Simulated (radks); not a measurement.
Results of a calculation; reference values are marked as such.
Neutral rubidium, [Kr] 5s1. Level of theory: non-relativistic Kohn-Sham, exchange-only PBE, spin-polarised, spherical densities, point nucleus (a radial shooting solver on a logarithmic mesh with Libxc functionals). Every spin shell is full or empty, so the densities are truly spherical. Functionals are evaluated on that one density, not self-consistently. Rank these orbital-free kinetic functionals by their error against the exact value of the orbitals, and give that value: Thomas-Fermi, von Weizsacker, TF + vW, TF + vW/9, TF + vW/5, APBEK, revAPBEK, Perdew 92, PG1, Ernzerhof.

Answer. Exact: 2937.93 hartree. From best to worst, with 100 (|E| - |E exact|)/|E exact| (equal figures are ties): APBEK +0.12, revAPBEK +0.33, Ernzerhof -0.38, Perdew 92 -0.70, TF + vW/9 -0.71, TF + vW/5 +3.37, Thomas-Fermi -5.81, PG1 +17.02, TF + vW +40.11, von Weizsacker -54.08.
